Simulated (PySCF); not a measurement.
GaF3, SMILES [F][Ga]([F])[F]. Atoms are numbered in the order given.

```xyz
4

Ga     0.0000     0.0000     0.0000
F     -1.7274     0.0000     0.0000
F      0.8637     1.4959     0.0000
F      0.8637    -1.4959     0.0000
```
Charge 0, spin multiplicity 1.

Coordinates come from a PBE0-D3(BJ)/def2-SVP optimisation. The isomer is the one that the SMILES or the coordinates give; other isomers of the formula were not compared.

The numbers are results of PySCF 2.14.0 with TDA-PBE/def2-SVPD, not measurements.

Vertical excitations; the highest root listed may be one member of a degenerate set. Gas-phase values at a fixed geometry. State labels are in the subgroup C2v.

| state | symmetry | energy (eV) | λ (nm) | f | main pairs |
|---|---|---|---|---|---|
| S1 | B1 | 6.35 | 195 | 0.000 | HOMO→LUMO 100 % |
| S2 | B2 | 6.56 | 189 | 0.000 | HOMO−3→LUMO (degenerate set) |
| S3 | A2 | 6.56 | 189 | 0.000 | HOMO−4→LUMO (degenerate set) |
| S4 | A1 | 6.67 | 186 | 0.047 | HOMO−1→LUMO (degenerate set) |
| S5 | B1 | 6.67 | 186 | 0.047 | HOMO−2→LUMO (degenerate set) |
| S6 | B2 | 7.37 | 168 | 0.079 | HOMO−5→LUMO 99 % |
| S7 | A2 | 7.97 | 156 | 0.000 | HOMO→LUMO+1 100 % |
| S8 | A1 | 8.12 | 153 | 0.007 | HOMO−7→LUMO, HOMO−3→LUMO+1 (degenerate set) |
| S9 | B1 | 8.12 | 153 | 0.007 | HOMO−6→LUMO, HOMO−4→LUMO+1 (degenerate set) |
| S10 | A2 | 8.14 | 152 | 0.000 | HOMO−2→LUMO+1 100 % |
| T1 | B1 | 6.03 | 206 | 0 | HOMO→LUMO 100 % |
| T2 | A1 | 6.16 | 201 | 0 | HOMO−1→LUMO (degenerate set) |
| T3 | B1 | 6.16 | 201 | 0 | HOMO−2→LUMO (degenerate set) |
| T4 | A2 | 6.24 | 199 | 0 | HOMO−4→LUMO 100 % |
Triplets are in the Tamm–Dancoff approximation.
